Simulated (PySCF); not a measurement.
Species: C13H12.
Atom-mapped SMILES: `[CH:1]#[C:2][C@@:3]1([CH3:4])[CH2:5][C@:6]12[CH:7]=[CH:8][CH:9]=[C:10]2[C:11]#[C:12][CH3:13]` (hydrogens: H14 on C1; H15, H16, H17 on C4; H18, H19 on C5; H20 on C7; H21 on C8; H22 on C9; H23, H24, H25 on C13)

Cartesian coordinates in Å at the PBE0-D3(BJ)/def2-SVP level; atoms count from 1:
```xyz
25
C13H12 angstrom
C     -0.1913    2.7584   -0.2953
C     -0.7153    1.6818   -0.1113
C     -1.4344    0.4573    0.1442
C     -2.7095    0.6737    0.9353
C     -1.3894   -0.6449   -0.8591
C     -0.6135   -0.8369    0.4250
C     -1.0085   -1.7480    1.5147
C      0.1152   -2.2312    2.0995
C      1.2808   -1.6928    1.4263
C      0.8798   -0.8604    0.4196
C      1.6886   -0.1987   -0.5304
C      2.3524    0.3678   -1.3784
C      3.1273    1.0824   -2.3750
H      0.3024    3.6979   -0.4580
H     -3.2722   -0.2612    1.0573
H     -2.4873    1.0821    1.9315
H     -3.3520    1.3910    0.4032
H     -2.2938   -1.2431   -0.9932
H     -0.7793   -0.4948   -1.7530
H     -2.0357   -1.9685    1.8002
H      0.1491   -2.9212    2.9435
H      2.3178   -1.9277    1.6660
H      4.1644    1.2377   -2.0381
H      3.1651    0.5331   -3.3297
H      2.6862    2.0724   -2.5759
```

Theory: TDDFT PBE0/def2-SVPD, vertical, gas phase, core orbitals frozen in the response in PySCF 2.14.0, density-fitted response routines.

Frontier orbitals with the atoms that hold most of them (Löwdin shares over 4%, at most four atoms; ? is withheld):

```tsv
orbital	ε (eV)	atoms
HOMO-3	-7.71	C1 22%, C2 20%, C5 8%, C11 8%
HOMO-2	-7.29	C11 20%, C12 20%, C1 16%, C2 13%
HOMO-1	-7.05	C1 20%, C2 16%, C12 10%, C11 10%
HOMO	-5.82	?
LUMO	-1.27	?
LUMO+1	0.61	C13 17%, C1 12%, C12 9%, C2 8%
LUMO+2	0.81	C1 20%, C2 15%, C12 7%, C11 7%
```

Problem. Which atoms hold the HOMO, and with what shares?

Solution. C7 (bonded to 2 C and H) 19%; C12 (bonded to 2 C) 16%; C10 (bonded to 3 C) 16%; C9 (bonded to 2 C and H) 15%.

Problem. Give the leading atoms of the LUMO.

Solution. C7 (bonded to 2 C and H) 15%; C9 (bonded to 2 C and H) 15%; C10 (bonded to 3 C) 15%; C8 (bonded to 2 C and H) 12%.

Problem. How does S1 compare with the orbital gap of 4.56 eV?

Solution. S1 is at 3.92 eV (f = 0.181), 0.63 eV below the gap, made of HOMO→LUMO (97%). 

Next come S2 at 4.60 eV (f 0.010), HOMO-1→LUMO (56%), HOMO-2→LUMO (37%); S3 at 4.96 eV (f 0.080), HOMO-2→LUMO (57%), HOMO-1→LUMO (36%); S4 at 5.35 eV (f 0.014), HOMO-3→LUMO (82%); S5 at 5.46 eV (f 0.011), HOMO→LUMO+1 (47%), HOMO→LUMO+5 (23%).
